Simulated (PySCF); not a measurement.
A GIAO shielding run with PySCF 2.14.0 with density-fitted response routines (density fitting, non-relativistic, gas phase) on SMILES C[C@@H](CF)[C@@H](O[SiH3])C(=O)O, C5H11FO3Si:

```
$ OMP_NUM_THREADS=1 python probes_run.py task.json out

{"job": {"kind": "nmr", "xc": "PBE0", "basis": "pcSseg-1"}, "charge": 0, "multiplicity": 1}
C     -2.197177     0.207713    -0.897588
C     -1.048077     0.541680     0.047290
C     -1.059500    -0.366340     1.275040
F     -2.165174    -0.097161     2.043657
C      0.335756     0.481523    -0.650051
O      1.253888     1.236755     0.046408
Si     2.595734     0.841939     0.891067
C      0.799944    -0.952417    -0.795265
O      1.691068    -1.433174    -0.148118
O      0.125093    -1.637423    -1.715165
H     -2.058591    -0.770721    -1.350253
H     -2.266798     0.948678    -1.689774
H     -3.131564     0.205805    -0.341526
H     -1.159687     1.572265     0.401426
H     -1.124574    -1.424823     0.999333
H     -0.183349    -0.192384     1.905803
H      0.228389     0.904284    -1.660743
H      2.897092     2.210833     1.298280
H      2.334369    -0.005940     2.051842
H      3.665438     0.294909     0.062819
H      0.458800    -2.549057    -1.774953
```

Hardware: 1 thread of an Arm Neoverse N1, shared host. The job also computes population analyses, field gradients.

(1) How large is the calculation?

(2) How long does it take, and how much memory does it need?

Answers

(1) 88 electrons, 232 basis functions and 1226 auxiliary functions.

(2) 100 s of wall time, with 14 SCF cycles and 5 response iterations; peak memory 1 GiB. Times on a shared host scatter by some tens of per cent.
